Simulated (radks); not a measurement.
Values are calculated unless marked as measured or tabulated.
Charge is removed step by step from the 6s level of Os, starting from [Xe] 4f14 5d6 6s2. Level of theory: non-relativistic Kohn-Sham, PBEsol, spin-unpolarised, spherical densities, point nucleus; relativity is left out, which matters for an element this heavy (a radial shooting solver on a logarithmic mesh with Libxc functionals).

\begin{tabular}{lrrr}
removed (e) & E - E(0) (eV) & eigenvalue (eV) & E minus straight line (eV) \\ \hline
0 & 0.000 & -5.024 & 0.000 \\
0.125 & 0.675 & -5.771 & -0.340 \\
0.25 & 1.443 & -6.531 & -0.586 \\
0.375 & 2.308 & -7.304 & -0.736 \\
0.5 & 3.270 & -8.088 & -0.789 \\
0.625 & 4.330 & -8.883 & -0.743 \\
0.75 & 5.491 & -9.688 & -0.597 \\
0.875 & 6.753 & -10.503 & -0.350 \\
1 & 8.117 & -11.326 & 0.000 \\
\end{tabular}

Removing the whole electron costs 8.117 eV by Delta-SCF, against 5.024 eV from minus the eigenvalue at the starting occupation. Slater's transition state (half an electron removed) gives 8.088 eV. Integrating minus the eigenvalue over the occupation (Janak's theorem) gives 8.117 eV. The mean slope of the eigenvalue, de/dn, is 6.30 eV per electron. Ionisation energy of Os in the NIST Atomic Spectra Database: 8.438 eV (measured).

Beside tabulated values, note that spin-unpolarised runs miss the spin-polarisation part of the exchange energy of open shells.
